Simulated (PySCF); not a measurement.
PySCF job for C3H5ClOSi, SMILES O1C[Si@@H](C=C1)Cl, TDDFT-CAM-B3LYP/def2-SVPD. Geometry optimised at B3LYP-D3(BJ)/def2-SVP. The structure was generated by enumeration; whether it is a known compound was not checked. Other conformers were not sampled.

```python
import numpy as np
from pyscf import gto, scf, dft, tdscf

mol = gto.M(
    atom='''
    Cl   -1.94971587   -0.73831312    0.66011013
    Si   -0.36502907   -0.28080477   -0.62520288
    C     1.26906091   -0.95458741   -0.12739927
    C     2.03775912    0.09476696    0.24529596
    O     1.60865619    1.36907117    0.18085587
    C     0.27877753    1.50394416   -0.37075850
    H    -0.87450246   -0.56439853   -1.99015651
    H     1.64347567   -1.97472249   -0.04946765
    H     3.06073102    0.03579519    0.63219829
    H    -0.31996824    2.10767757    0.32769749
    H     0.36300580    2.06092649   -1.31897939
    ''',
    basis='def2-SVPD',
    charge=0,
    spin=0,
    max_memory=1600,
    verbose=4,
)
mf = dft.RKS(mol, xc='cam-b3lyp').density_fit(auxbasis='def2-universal-jkfit')
mf.grids.level = 3
mf.conv_tol = 1e-9
mf.max_cycle = 100
mf.kernel()
mf.grids = dft.Grids(mol).set(level=1).build(with_non0tab=True)  # coarser grid for the response kernel
td = tdscf.TDDFT(mf)
td.singlet = True
td.nstates = 10
td.conv_tol = 1e-4
td.positive_eig_threshold = 1e-6
td.kernel(x0=td.get_init_guess(mf, 15))
td.analyze()
tt = tdscf.TDA(mf)
tt.singlet = False
tt.nstates = 4
tt.conv_tol = 1e-4
tt.positive_eig_threshold = 1e-6
tt.kernel(x0=tt.get_init_guess(mf, 9))
tt.analyze(verbose=3)
```

Program output:

```
PySCF version 2.14.0

[INPUT] verbose = 4
[INPUT] num. atoms = 11
[INPUT] num. electrons = 62
[INPUT] charge = 0
[INPUT] spin (= nelec alpha-beta = 2S) = 0
[INPUT] symmetry False subgroup None
[INPUT] Mole.unit = angstrom
[INPUT] Symbol           X                Y                Z      unit          X                Y                Z       unit  Magmom
[INPUT]  1 Cl    -1.949715870000  -0.738313120000   0.660110130000 AA   -3.684429015018  -1.395209590973   1.247427357751 Bohr   0.0
[INPUT]  2 Si    -0.365029070000  -0.280804770000  -0.625202880000 AA   -0.689804969805  -0.530644109771  -1.181462215489 Bohr   0.0
[INPUT]  3 C      1.269060910000  -0.954587410000  -0.127399270000 AA    2.398177555291  -1.803908766858  -0.240749728770 Bohr   0.0
[INPUT]  4 C      2.037759120000   0.094766960000   0.245295960000 AA    3.850806644635   0.179083600058   0.463542183862 Bohr   0.0
[INPUT]  5 O      1.608656190000   1.369071170000   0.180855870000 AA    3.039919627686   2.587169556338   0.341768062320 Bohr   0.0
[INPUT]  6 C      0.278777530000   1.503944160000  -0.370758500000 AA    0.526813181383   2.842042569039  -0.700632023355 Bohr   0.0
[INPUT]  7 H     -0.874502460000  -0.564398530000  -1.990156510000 AA   -1.652570144658  -1.066558646807  -3.760850748920 Bohr   0.0
[INPUT]  8 H      1.643475670000  -1.974722490000  -0.049467650000 AA    3.105718908686  -3.731684678119  -0.093480310526 Bohr   0.0
[INPUT]  9 H      3.060731020000   0.035795190000   0.632198290000 AA    5.783943368761   0.067643105677   1.194681624518 Bohr   0.0
[INPUT] 10 H     -0.319968240000   2.107677570000   0.327697490000 AA   -0.604652342159   3.982933366189   0.619258507807 Bohr   0.0
[INPUT] 11 H      0.363005800000   2.060926490000  -1.318979390000 AA    0.685981543629   3.894586628961  -2.492509811046 Bohr   0.0

nuclear repulsion = 347.536359012191
number of shells = 74
number of NR pGTOs = 260
number of NR cGTOs = 174
basis = def2-SVPD
ecp = {}


[settings echo left out]
init E= -942.598393317524
  HOMO = -0.287180198613037  LUMO = -0.0455487601872986  gap/eV = 6.57513
cycle= 1 E= -941.769139329162  delta_E= 0.829  |g|= 0.552  |ddm|= 4.56
  HOMO = -0.267883429952302  LUMO = 0.0145718239878625  gap/eV = 7.68600
cycle= 2 E= -941.762585862857  delta_E= 0.00655  |g|= 0.629  |ddm|=  1.4
  HOMO = -0.31267840195893  LUMO = 0.0186763062357551  gap/eV = 9.01662
cycle= 3 E= -941.83752237136  delta_E= -0.0749  |g|= 0.0893  |ddm|= 0.69
  HOMO = -0.312989397577227  LUMO = 0.0198001534222314  gap/eV = 9.05566
cycle= 4 E= -941.838802711452  delta_E= -0.00128  |g|= 0.0394  |ddm|= 0.126
  HOMO = -0.31195447567651  LUMO = 0.0199463251904177  gap/eV = 9.03148
cycle= 5 E= -941.839162042983  delta_E= -0.000359  |g|= 0.00984  |ddm|= 0.0594
  HOMO = -0.311935541958782  LUMO = 0.0202456272909761  gap/eV = 9.03911
cycle= 6 E= -941.839185709456  delta_E= -2.37e-05  |g|= 0.0027  |ddm|= 0.0171
  HOMO = -0.311981590797995  LUMO = 0.0201985873937396  gap/eV = 9.03908
cycle= 7 E= -941.839187999776  delta_E= -2.29e-06  |g|= 0.000467  |ddm|= 0.0052
  HOMO = -0.31198014574444  LUMO = 0.0202007466811032  gap/eV = 9.03910
cycle= 8 E= -941.839188084212  delta_E= -8.44e-08  |g|= 0.000209  |ddm|= 0.00111
  HOMO = -0.311981463461224  LUMO = 0.0201997997087071  gap/eV = 9.03911
cycle= 9 E= -941.839188099675  delta_E= -1.55e-08  |g|= 6.68e-05  |ddm|= 0.000415
  HOMO = -0.311980840883423  LUMO = 0.0202026262482309  gap/eV = 9.03917
cycle= 10 E= -941.839188101523  delta_E= -1.85e-09  |g|= 1.8e-05  |ddm|= 0.000188
  HOMO = -0.311981508343978  LUMO = 0.0202021681955116  gap/eV = 9.03918
cycle= 11 E= -941.839188101682  delta_E= -1.59e-10  |g|= 4.04e-06  |ddm|= 5.75e-05
  HOMO = -0.311981536802809  LUMO = 0.020202405019567  gap/eV = 9.03919
Extra cycle  E= -941.83918810169  delta_E= -7.73e-12  |g|= 2.69e-06  |ddm|= 1.36e-05
converged SCF energy = -941.83918810169
tot grids = 45808
Overwritten attributes  positive_eig_threshold  of <class 'pyscf.tdscf.rks.TDDFT'>


******** <class 'pyscf.tdscf.rks.TDDFT'> for <class 'pyscf.df.df_jk.DFRKS'> ********
nstates = 10 singlet
deg_eia_thresh = 1.000e-03
wfnsym = None
conv_tol = 0.0001
eigh lindep = 1e-12
eigh level_shift = 0
eigh max_cycle = 100


Excitation energies (eV)
[5.92031499 6.54033049 6.82521963 6.93177931 7.35134221 7.45340173
 7.60074819 7.85537093 7.87956637 8.13286505]

** Singlet excitation energies and oscillator strengths **
Excited State   1:      5.92031 eV    209.42 nm  f=0.1537
      31 -> 32        0.68728
Excited State   2:      6.54033 eV    189.57 nm  f=0.0241
      31 -> 33       -0.63870
      31 -> 35       -0.22147
Excited State   3:      6.82522 eV    181.66 nm  f=0.0025
      28 -> 32        0.13193
      29 -> 32        0.12546
      30 -> 32       -0.59920
      31 -> 34       -0.27158
Excited State   4:      6.93178 eV    178.86 nm  f=0.0049
      30 -> 32        0.28124
      31 -> 34       -0.60978
      31 -> 37       -0.12672
Excited State   5:      7.35134 eV    168.66 nm  f=0.0267
      29 -> 32        0.18157
      31 -> 33       -0.14071
      31 -> 35        0.48585
      31 -> 36       -0.28791
      31 -> 37        0.26749
      31 -> 38        0.10311
      31 -> 40        0.11595
Excited State   6:      7.45340 eV    166.35 nm  f=0.0148
      27 -> 32        0.11778
      29 -> 32       -0.61310
      30 -> 32       -0.12584
      31 -> 35        0.11092
      31 -> 36       -0.10906
      31 -> 37        0.11737
Excited State   7:      7.60075 eV    163.12 nm  f=0.0061
      31 -> 33        0.20625
      31 -> 35       -0.32190
      31 -> 36       -0.51620
      31 -> 37        0.18397
      31 -> 38       -0.10441
      31 -> 42        0.12479
Excited State   8:      7.85537 eV    157.83 nm  f=0.0042
      31 -> 34        0.10755
      31 -> 35        0.17667
      31 -> 36       -0.27339
      31 -> 37       -0.52089
      31 -> 38       -0.23775
      31 -> 45        0.10089
Excited State   9:      7.87957 eV    157.35 nm  f=0.0021
      28 -> 32       -0.21296
      30 -> 33        0.43631
      30 -> 35        0.40655
      30 -> 36       -0.10597
      30 -> 37        0.10563
Excited State  10:      8.13287 eV    152.45 nm  f=0.0145
      29 -> 34        0.15959
      31 -> 36       -0.15837
      31 -> 37       -0.21924
      31 -> 38        0.54068
      31 -> 41        0.13386
      31 -> 43        0.16255

** Transition electric dipole moments (AU) **
state          X           Y           Z        Dip. S.      Osc.
  1         0.7434      0.6781      0.2178      1.0599      0.1537
  2        -0.2518     -0.2377      0.1752      0.1506      0.0241
  3        -0.1122      0.0502     -0.0002      0.0151      0.0025
  4        -0.0800     -0.0917      0.1185      0.0289      0.0049
  5        -0.2132      0.1765      0.2673      0.1481      0.0267
  6         0.0863      0.1255      0.2403      0.0809      0.0148
  7         0.1340     -0.0515     -0.1098      0.0327      0.0061
  8        -0.0171      0.1048      0.1027      0.0218      0.0042
  9         0.0432      0.0535      0.0798      0.0111      0.0021
 10         0.0332     -0.1566      0.2167      0.0726      0.0145

** Transition velocity dipole moments (imaginary part, AU) **
state          X           Y           Z        Dip. S.      Osc.
  1         0.1607      0.1449      0.0458      0.0489      0.1498
  2        -0.0632     -0.0569      0.0491      0.0096      0.0267
  3        -0.0261      0.0124     -0.0022      0.0008      0.0022
  4        -0.0230     -0.0234      0.0314      0.0021      0.0054
  5        -0.0644      0.0436      0.0871      0.0136      0.0337
  6         0.0228      0.0341      0.0677      0.0063      0.0153
  7         0.0412     -0.0136     -0.0260      0.0026      0.0061
  8        -0.0014      0.0294      0.0235      0.0014      0.0033
  9         0.0136      0.0150      0.0256      0.0011      0.0025
 10         0.0103     -0.0425      0.0702      0.0068      0.0153

** Transition magnetic dipole moments (imaginary part, AU) **
state          X           Y           Z
  1         0.4232      0.3801     -1.3067
  2         0.2049      0.2714      0.6400
  3         0.6889     -0.5058      0.4770
  4         0.0977      0.3101     -0.2728
  5         0.1715      0.2038     -0.5257
  6         0.3153     -0.3653     -0.1526
  7         0.1077     -0.2142      0.1044
  8         0.2280     -0.5879     -0.5200
  9        -0.2425      0.4380      0.5571
 10        -0.3684      0.2583      0.8034
Overwritten attributes  positive_eig_threshold  of <class 'pyscf.tdscf.rks.TDA'>


******** <class 'pyscf.tdscf.rks.TDA'> for <class 'pyscf.df.df_jk.DFRKS'> ********
nstates = 4 triplet
deg_eia_thresh = 1.000e-03
wfnsym = None
conv_tol = 0.0001
eigh lindep = 1e-12
eigh level_shift = 0
eigh max_cycle = 100


Excitation energies (eV)
[4.02317968 6.31213977 6.50373909 6.73650766]

** Triplet excitation energies and oscillator strengths **
Excited State   1:      4.02318 eV    308.17 nm  f=0.0000
Excited State   2:      6.31214 eV    196.42 nm  f=0.0000
Excited State   3:      6.50374 eV    190.64 nm  f=0.0000
Excited State   4:      6.73651 eV    184.05 nm  f=0.0000
```

Self-consistency was reached.

Cost: about 15 core-minutes (a rough figure).
